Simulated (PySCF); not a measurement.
# Calculated NMR parameters of O=C(O)c1c(F)ccc2c1C2

```yaml
Formula: C8H5FO2
SMILES: O=C(O)c1c(F)ccc2c1C2
Point_group_of_the_computed_structure: Cs
Degrees_of_unsaturation: 6
Carbon_signals: 8
Proton_signals: 4
```

Bonds (- single, = double, # triple, : aromatic): O1=C2, C2-O3, C2-C4, C4:C5, C5-F6, C5:C7, C7:C8, C8:C9, C9:C10, C10-C11, C10:C4, C11-C9. O3 carries H12; C7 carries H13; C8 carries H14; C11 carries H15, H16.

Calculated, not measured (PySCF 2.14.0 with density-fitted response routines): structure optimised with GFN2-xTB, shieldings: GIAO PBE0/pcSseg-1. Averaged over atoms made equivalent by symmetry, fast rotation or ring inversion, relativity neglected, one conformer, gas phase.

Referencing at the same level of theory: ¹H, ¹³C vs TMS; ¹⁹F against CFCl3; ¹⁷O vs H2O.

| carbon | δC, type | δH (multiplicity) | HMBC from (2–3 bonds) | span of the C tensor (ppm) |
| --- | --- | --- | --- | --- |
| C2 | 167.5, C | – | – | 152 |
| C4 | 113.5, C | – | H13, H15/H16 | 115 |
| C5 | 172.3, C | – | H14, H13 | 138 |
| C7 | 123.1, CH | 7.13 (m) | H14 | 175 |
| C8 | 126.1, CH | 7.56 (m) | H13, H15/H16 | 186 |
| C9 | 126.9, C | – | H14, H13, H15/H16 | 308 |
| C10 | 145.8, C | – | H14, H15/H16 | 336 |
| C11 | 27.7, CH2 | 3.78 (s) | H14 | 55 |

Other nuclei:
```csv
atoms,nucleus,environment,δ (ppm),σ (ppm)
H12,¹H,hydrogen on an acid hydroxyl oxygen,6.71,25.01
F6,¹⁹F,aryl fluorine,-107.3,278.2
O1,¹⁷O,carbonyl oxygen,434.5,-98.5
O3,¹⁷O,acid hydroxyl oxygen,211.6,124.4
```

- Carbon types of the structure: 5 × C, 2 × CH, 1 × CH2, leaving 1 H on heteroatoms.
- δC 172.3: aromatic carbon bearing fluorine; an ipso carbon deshielded by its heteroatom.
- δC 167.5: carboxylic acid carbon; lone-pair donation from the attached heteroatom keeps it upfield of a ketone carbonyl.
- δC 145.8, 126.9, 113.5: substituted aromatic carbon.
- δC 126.1, 123.1: aromatic CH.
- δC 27.7: three-membered-ring carbon; carbons of three-membered rings are unusually shielded.

OH/NH shifts are gas-phase values; hydrogen bonding in solution moves them, usually downfield. Splittings by ¹⁹F in the carbon and heteronuclear signals aren't shown, as no couplings were computed. Shifts are as computed. Against solution values, carbons near 30 ppm lie about +3 ppm off and those near 130 ppm about +5 ppm. Of 1211 compounds with measured shifts, 218 miss one by over three times the rms of a fit or turn the order of signals round; such compounds aren't used in these exercises. In solution the two oxygens of a carboxylic acid exchange roles by proton transfer and give one 17O line. Hydrogen bonding in solution shields acid and N–H amide carbonyl oxygens by tens of ppm. The C=O carbon of an acid or of an amide with N–H lies up to 10 ppm further downfield in solution, through hydrogen bonding that the calculation lacks. Unscaled 19F shifts against computed CFCl3 carry errors that often reach 10 to 50 ppm. Unscaled 17O shifts of doubly bonded oxygen tend to come out too high, by tens of ppm or more. Experimental scales use liquid or dissolved standards, which lie at an offset from isolated H2O (liquid H2O: subtract about 36 ppm). No couplings were computed; multiplicities are counted from neighbouring protons, with m where these are inequivalent, close in shift, in a saturated or five-membered ring or joined by F or P, and br s for small geminal =CH2 splittings.
